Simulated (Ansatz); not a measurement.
Two members of one family (Series GeCl3X), computed with Ansatz in the gas phase; def2 core potentials for I, no spin–orbit coupling. Binding counts from free atoms in the multiplicity of their measured ground term, without zero-point energy. A dash marks a value that wasn't run or was left out as unsound. The structures are stationary points that may keep the symmetry of their start. Remarks come from the PBE and PBE0 runs and from stability tests at other levels; not every state was tested. HOMO above LUMO (over both spins in singlets and doublets, within one spin in higher multiplets; at PBE or PBE0), or a gap under 0.15 eV within one spin, warns that the state may not be the lowest or that an electron is smeared out.

First: GeICl3 (singlet, charge 0, PBE0-D4/def2-SVP geometry).

```xyz
5

Ge   -0.046   -0.012   -0.006
I     2.340    0.600    0.296
Cl   -1.272    1.735    0.002
Cl   -0.694   -1.297    1.570
Cl   -0.329   -1.026   -1.862
```

```tsv
level	HOMO (eV)	LUMO (eV)	gap (eV)	vertical triplet (eV)	binding per atom (eV)
PBE-D4/def2-SVP	-7.11	-3.46	3.65	–	2.77
r2SCAN-D4/def2-TZVP	-7.58	-3.47	4.11	4.02	2.75
r2SCANh-D4/def2-TZVP	-8.01	-3.16	4.85	–	2.72
PBE0-D4/def2-SVP	-8.37	-2.66	5.71	–	2.70
PBE0-D4/def2-TZVP	-8.44	-2.77	5.67	4.15	2.72
```

Remarks: gap within one spin near zero at PBE or PBE0 (triplet), HOMO above LUMO (triplet).

Second: GeHCl3 (singlet, charge 0, PBE0-D4/def2-SVP geometry).

Cartesian coordinates in Å:
```
Ge 0.032 -0.141 -0.006
H 0.365 -1.630 -0.060
Cl -2.051 0.173 -0.362
Cl 1.138 0.933 -1.485
Cl 0.515 0.665 1.913
```

Task: Estimate how these quantities change from the first to the second (second minus first).

Result: 
| level | Δ HOMO (eV) | Δ LUMO (eV) | Δ gap (eV) | Δ vertical triplet (eV) | Δ binding per atom (eV) |
| --- | --- | --- | --- | --- | --- |
| PBE-D4/def2-SVP | -0.61 | 1.25 | 1.85 | – | 0.09 |
| r2SCAN-D4/def2-TZVP | -0.75 | 1.21 | 1.96 | 1.82 | 0.13 |
| r2SCANh-D4/def2-TZVP | -0.84 | 1.25 | 2.10 | – | 0.13 |
| PBE0-D4/def2-SVP | -0.86 | 1.40 | 2.26 | – | 0.12 |
| PBE0-D4/def2-TZVP | -0.95 | 1.24 | 2.19 | 2.03 | 0.11 |

Remarks: gap within one spin near zero at PBE or PBE0 (triplet).
